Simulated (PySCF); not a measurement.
P, charge +1, triplet; WB97M-V/pcseg-1 in PySCF.

The PySCF input:
```python
from pyscf import gto, scf, dft

mol = gto.Mole()
mol.atom = '''
    P     0.00000000    0.00000000    0.00000000
'''
mol.basis = 'pcseg-1'
mol.charge = 1
mol.spin = 2
mol.verbose = 4
mol.build()

mf = dft.UKS(mol)
mf.xc = 'wb97m_v'
mf.kernel()
```

### Question
What does PySCF print? Leave out banner, timings and long lists.

### Answer

```
PySCF version 2.14.0

[INPUT] verbose = 4
[INPUT] num. atoms = 1
[INPUT] num. electrons = 14
[INPUT] charge = 1
[INPUT] spin (= nelec alpha-beta = 2S) = 2
[INPUT] symmetry False subgroup None
[INPUT] Mole.unit = angstrom
[INPUT] Symbol           X                Y                Z      unit          X                Y                Z       unit  Magmom
[INPUT]  1 P      0.000000000000   0.000000000000   0.000000000000 AA    0.000000000000   0.000000000000   0.000000000000 Bohr   0.0

nuclear repulsion = 0
number of shells = 3
number of NR pGTOs = 44
number of NR cGTOs = 18
basis = pcseg-1
ecp = {}

******** <class 'pyscf.dft.uks.UKS'> ********
method = UKS
initial guess = minao
damping factor = 0
level_shift factor = 0
DIIS = <class 'pyscf.scf.diis.CDIIS'>
diis_start_cycle = 1
diis_space = 8
diis_damp = 0
SCF conv_tol = 1e-09
SCF conv_tol_grad = None
SCF max_cycles = 50
direct_scf = True
direct_scf_tol = 1e-13
number electrons alpha = 8  beta = 6
XC library pyscf.dft.libxc version 7.1.2
    S. Lehtola, C. Steigemann, M. J. T. Oliveira, and M. A. L. Marques,  SoftwareX 7, 1–5 (2018)
XC functionals = wb97m_v
    N. Mardirossian and M. Head-Gordon,  J. Chem. Phys. 144, 214110 (2016)
radial grids:
    Treutler-Ahlrichs [JCP 102, 346 (1995); DOI:10.1063/1.469408] (M4) radial grids

becke partition: Becke, JCP 88, 2547 (1988); DOI:10.1063/1.454033
pruning grids: <function nwchem_prune>
grids dens level: 3
symmetrized grids: False
atomic radii adjust function: <function treutler_atomic_radii_adjust>
** Following is NLC and NLC Grids **
NLC functional = wb97m_v
radial grids:
    Treutler-Ahlrichs [JCP 102, 346 (1995); DOI:10.1063/1.469408] (M4) radial grids

becke partition: Becke, JCP 88, 2547 (1988); DOI:10.1063/1.454033
pruning grids: <function nwchem_prune>
grids dens level: 3
symmetrized grids: False
atomic radii adjust function: <function treutler_atomic_radii_adjust>
small_rho_cutoff = 0
Set gradient conv threshold to 3.16228e-05
tot grids = 19184
tot grids = 19184
init E= -340.953971330723

cycle= 1 E= -340.792709461684  delta_E= 0.161  |g|= 0.199  |ddm|= 0.966
cycle= 2 E= -340.839251373477  delta_E= -0.0465  |g|= 0.0359  |ddm|= 0.67
cycle= 3 E= -340.839945843236  delta_E= -0.000694  |g|= 0.00655  |ddm|= 0.0709
cycle= 4 E= -340.840009215784  delta_E= -6.34e-05  |g|= 0.00131  |ddm|= 0.0257
cycle= 5 E= -340.840011793333  delta_E= -2.58e-06  |g|= 4.58e-05  |ddm|= 0.00666
cycle= 6 E= -340.840011795628  delta_E= -2.29e-09  |g|= 4.33e-06  |ddm|= 0.000186
cycle= 7 E= -340.84001179565  delta_E= -2.19e-11  |g|= 2.44e-07  |ddm|= 2.1e-05
Extra cycle  E= -340.84001179565  delta_E= -5.68e-14  |g|= 5.16e-08  |ddm|= 7.88e-07
converged SCF energy = -340.84001179565  <S^2> = 2.0012373  2S+1 = 3.0008248
```
